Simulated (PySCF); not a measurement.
**Electron affinity of Bi by level of theory**

Bi- [Xe] 4f14 5d10 6s2 6p4 (3P) → Bi [Xe] 4f14 5d10 6s2 6p3 (4S), as a difference of total energies. Calculation: PySCF 2.14, in aug-cc-pVQZ-PP with ECP60MDF (7s7p5d3f2g, 92 functions); a scalar-relativistic core potential. Correlated levels: valence: 5s2 5p6 5d10 frozen. The calculations carry no spin-orbit coupling.

**Question.** Order these methods by the electron affinity they give, lowest first.
A. LDA
B. B3LYP
C. LC-wPBE
D. PBE

**Answer.** C (0.705 eV), D (0.908 eV), B (1.030 eV), A (1.147 eV).

Spin-orbit coupling is strong in these open shells (close to jj coupling). The scalar numbers leave it out and a first-order estimate fails, so it can dominate the gap to the real levels.

Errors of the correlated levels include the incompleteness of this basis and the frozen core.

A negative affinity means that the anion lies above the atom at that level of theory.

In the anion the highest occupied orbital energy is positive at LDA, PBE, PBE0, r2SCAN, B3LYP, a self-interaction effect; the basis confines that electron, and the energy difference can still be sensible.

For comparison: 0.942 eV (measured; photodetachment measurements, as compiled on the Wikipedia data page of electron affinities).
